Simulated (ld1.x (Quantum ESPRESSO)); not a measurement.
PBEsol TM semilocal dataset for Al, non-relativistic all-electron reference.

ld1.x (Quantum ESPRESSO) 7.5 was run on this input:

```
&input
   title='Al', zed=13., rel=0, dft='PBESOL', iswitch=3,
   config='[Ne] 3s2 3p1 3d-2',
   nld=3, rlderiv=2.40, eminld=-3.0, emaxld=5.0, deld=0.02
 /
 &inputp
   pseudotype=1, tm=.true., lloc=2,
   nlcc=.false.,
   file_pseudopw='Al.pp', file_wfcaegen='ae.wfc', file_wfcncgen='nc.wfc'
 /
3
3S  1  0   2.00   0.00  1.60  1.60  0.0
3P  2  1   1.00   0.00  2.15  2.15  0.0
3D  3  2  -2.00   0.40  2.20  2.20  0.0
 &test
   configts(1)='3s2 3p1'
 /
```

Command:

```bash
ld1.x < Al.in > Al.out
```

Output (shortened: banner, matrices, multipoles, cross overlaps and the repeated all-electron block are left out):

```
Program LD1 v.7.5
     --------------------------- All-electron run ----------------------------

     Al

     atomic number is 13.00
     dft =PBESOL   lsd =0 sic =0 latt =0  beta=0.20 tr2=1.0E-14
     Exchange-correlation= PBESOL
                           (   1   4  10   8   0   0   0)
     mesh =1135 r(mesh) = 100.48924 a.u. xmin = -7.00 dx = 0.01250
     1 Ry =  13.60569312 eV

     n l     nl                  e(Ry)          e(Ha)          e(eV)
     1 0     1S 1( 2.00)      -110.5703       -55.2852     -1504.3859
     2 0     2S 1( 2.00)        -7.8938        -3.9469      -107.4010
     2 1     2P 1( 6.00)        -5.1140        -2.5570       -69.5796
     3 0     3S 1( 2.00)        -0.5654        -0.2827        -7.6923
     3 1     3P 1( 1.00)        -0.1982        -0.0991        -2.6973

     final scf error:  3.3E-15 reached in  28 iterations

     Etot =    -483.478034 Ry,    -241.739017 Ha,   -6578.053757 eV

     Ekin =     482.573675 Ry,     241.286838 Ha,    6565.749333 eV
     Encl =   -1155.683242 Ry,    -577.841621 Ha,  -15723.871532 eV
     Eh   =     225.401557 Ry,     112.700778 Ha,    3066.744412 eV
     Exc  =     -35.770024 Ry,     -17.885012 Ha,    -486.675971 eV

     normalization and overlap integrals

     s(1S/1S) =  1.000000  <r> =   0.1207  <r2> =    0.0196  r(max) =   0.0789
     s(2S/2S) =  1.000000  <r> =   0.6288  <r2> =    0.4742  r(max) =   0.5016
     s(2P/2P) =  1.000000  <r> =   0.6043  <r2> =    0.4644  r(max) =   0.4317
     s(3S/3S) =  1.000000  <r> =   2.5520  <r2> =    7.6054  r(max) =   2.0856
     s(3P/3P) =  1.000000  <r> =   3.4317  <r2> =   14.1890  r(max) =   2.6447

     ------------------------ End of All-electron run ------------------------

     --------------------- Generating NC pseudopotential ---------------------

      Generating local pot.: lloc=2, matching radius rcloc =   2.2000

      Wfc   3S  rcut= 1.584  Using Troullier-Martins method

      Wfc   3P  rcut= 2.138  Using Troullier-Martins method

     ------------------- End of pseudopotential generation -------------------

     Computing logarithmic derivative in   2.40806
     Message from routine run_pseudo:
     Warning: convergence not achieved
     Computing logarithmic derivative in   2.40806
     Computing the partial wave expansion
     R is outside the sphere for l=    0 j= 0.00
     R is outside the sphere for l=    1 j= 0.00
       no projector for channel:   2

     ---------------------- Testing the pseudopotential ----------------------

     Al

     atomic number is 13.00   valence charge is  3.00
     dft =PBESOL   lsd =0 sic =0 latt =0  beta=0.20 tr2=1.0E-14
     mesh =1135 r(mesh) = 100.48924 xmin = -7.00 dx = 0.01250

     n l     nl             e AE (Ry)        e PS (Ry)    De AE-PS (Ry)
     1 0     3S   1( 2.00)       -0.56537       -0.56537       -0.00000
     2 1     3P   1( 1.00)       -0.19825       -0.19825       -0.00000

     eps = 3.6E-13  iter =201

     Etot =    -483.478034 Ry,    -241.739017 Ha,   -6578.053757 eV
     Etotps =    -3.859188 Ry,      -1.929594 Ha,     -52.506926 eV

     Ekin =       1.232350 Ry,       0.616175 Ha,      16.766974 eV
     Encl =      -7.836561 Ry,      -3.918281 Ha,    -106.621847 eV
     Ehrt =       2.879308 Ry,       1.439654 Ha,      39.174977 eV
     Ecxc =      -1.172983 Ry,      -0.586491 Ha,     -15.959242 eV
     Epseu=       1.038698 Ry,       0.519349 Ha,      14.132213 eV

     ---------------------- End of pseudopotential test ----------------------
```

Generation and configuration tests took about 3.2 s on one core of a shared server CPU.

Transferability test of the new file with ld1.x, input:

```
&input
   title='Al', zed=13., rel=0, dft='PBESOL', iswitch=2,
   config='[Ne] 3s2 3p1 3d-2'
 /
 &test
   file_pseudo='Al.pp', nconf=8,
   configts(1)='3s2 3p1',
   configts(2)='3s2 3p0',
   configts(3)='3s1 3p0',
   configts(4)='3s2 3p0.5',
   configts(5)='3s0 3p3',
   configts(6)='3s1 3p2',
   configts(7)='3s2 3p1.3',
   configts(8)='3s1 3p1'
 /
```

```bash
ld1.x < Al.test.in > Al.test.out
```

Pseudopotential blocks of its output, shortened (energy terms left out; the distinct warnings before each block abridged to one line each):

```
     Warning: convergence not achieved
     ---------------------- Testing the pseudopotential ----------------------

     n l     nl             e AE (Ry)        e PS (Ry)    De AE-PS (Ry)
     1 0     3S   1( 2.00)       -0.56537       -0.56537       -0.00000
     2 1     3P   1( 1.00)       -0.19825       -0.19825       -0.00000

     eps = 7.1E-13  iter =201

     Etot =    -483.478034 Ry,    -241.739017 Ha,   -6578.053757 eV
     Etotps =    -3.859188 Ry,      -1.929594 Ha,     -52.506926 eV

     ---------------------- End of pseudopotential test ----------------------

          Warning: convergence not achieved
     ---------------------- Testing the pseudopotential ----------------------

     n l     nl             e AE (Ry)        e PS (Ry)    De AE-PS (Ry)
     1 0     3S   1( 2.00)       -1.08398       -1.08384       -0.00014
     2 1     3P   1( 0.00)       -0.66426       -0.66442        0.00017

     eps = 5.6E-13  iter =201

     Etot =    -483.055713 Ry,    -241.527857 Ha,   -6572.307799 eV
     Etotps =    -3.436810 Ry,      -1.718405 Ha,     -46.760176 eV
     dEtot_ae =       0.422320 Ry
     dEtot_ps =       0.422378 Ry,   Delta E=      -0.000058 Ry

     ---------------------- End of pseudopotential test ----------------------

          ---------------------- Testing the pseudopotential ----------------------

     n l     nl             e AE (Ry)        e PS (Ry)    De AE-PS (Ry)
     1 0     3S   1( 1.00)       -1.73510       -1.73127       -0.00383
     2 1     3P   1( 0.00)       -1.26015       -1.25907       -0.00108

     eps = 8.4E-15  iter = 67

     Etot =    -481.649183 Ry,    -240.824591 Ha,   -6553.170975 eV
     Etotps =    -2.031660 Ry,      -1.015830 Ha,     -27.642145 eV
     dEtot_ae =       1.828851 Ry
     dEtot_ps =       1.827528 Ry,   Delta E=       0.001323 Ry

     ---------------------- End of pseudopotential test ----------------------

          Warning: convergence not achieved
     ---------------------- Testing the pseudopotential ----------------------

     n l     nl             e AE (Ry)        e PS (Ry)    De AE-PS (Ry)
     1 0     3S   1( 2.00)       -0.81092       -0.81087       -0.00005
     2 1     3P   1( 0.50)       -0.41787       -0.41792        0.00005

     eps = 4.8E-13  iter =201

     Etot =    -483.325298 Ry,    -241.662649 Ha,   -6575.975684 eV
     Etotps =    -3.706443 Ry,      -1.853222 Ha,     -50.428727 eV
     dEtot_ae =       0.152736 Ry
     dEtot_ps =       0.152745 Ry,   Delta E=      -0.000009 Ry

     ---------------------- End of pseudopotential test ----------------------

          ---------------------- Testing the pseudopotential ----------------------

     n l     nl             e AE (Ry)        e PS (Ry)    De AE-PS (Ry)
     1 0     3S   1( 0.00)       -0.67557       -0.67322       -0.00235
     2 1     3P   1( 3.00)       -0.28417       -0.28369       -0.00048

     eps = 9.5E-15  iter = 10

     Etot =    -482.718222 Ry,    -241.359111 Ha,   -6567.715994 eV
     Etotps =    -3.101017 Ry,      -1.550508 Ha,     -42.191482 eV
     dEtot_ae =       0.759812 Ry
     dEtot_ps =       0.758171 Ry,   Delta E=       0.001640 Ry

     ---------------------- End of pseudopotential test ----------------------

          Warning: convergence not achieved
     ---------------------- Testing the pseudopotential ----------------------

     n l     nl             e AE (Ry)        e PS (Ry)    De AE-PS (Ry)
     1 0     3S   1( 1.00)       -0.62474       -0.62394       -0.00080
     2 1     3P   1( 2.00)       -0.24452       -0.24438       -0.00013

     eps = 4.7E-13  iter =201

     Etot =    -483.104162 Ry,    -241.552081 Ha,   -6572.966972 eV
     Etotps =    -3.485584 Ry,      -1.742792 Ha,     -47.423784 eV
     dEtot_ae =       0.373872 Ry
     dEtot_ps =       0.373604 Ry,   Delta E=       0.000268 Ry

     ---------------------- End of pseudopotential test ----------------------

          Warning: convergence not achieved
     ---------------------- Testing the pseudopotential ----------------------

     n l     nl             e AE (Ry)        e PS (Ry)    De AE-PS (Ry)
     1 0     3S   1( 2.00)       -0.43619       -0.43621        0.00002
     2 1     3P   1( 1.30)       -0.08372       -0.08372       -0.00000

     eps = 9.8E-14  iter =201

     Etot =    -483.519942 Ry,    -241.759971 Ha,   -6578.623947 eV
     Etotps =    -3.901096 Ry,      -1.950548 Ha,     -53.077116 eV
     dEtot_ae =      -0.041908 Ry
     dEtot_ps =      -0.041908 Ry,   Delta E=       0.000000 Ry

     ---------------------- End of pseudopotential test ----------------------

          Warning: convergence not achieved
     ---------------------- Testing the pseudopotential ----------------------

     n l     nl             e AE (Ry)        e PS (Ry)    De AE-PS (Ry)
     1 0     3S   1( 1.00)       -1.14073       -1.13915       -0.00158
     2 1     3P   1( 1.00)       -0.71487       -0.71437       -0.00050

     eps = 5.0E-14  iter =201

     Etot =    -482.632867 Ry,    -241.316434 Ha,   -6566.554680 eV
     Etotps =    -3.014592 Ry,      -1.507296 Ha,     -41.015609 eV
     dEtot_ae =       0.845167 Ry
     dEtot_ps =       0.844596 Ry,   Delta E=       0.000570 Ry

     ---------------------- End of pseudopotential test ----------------------
```
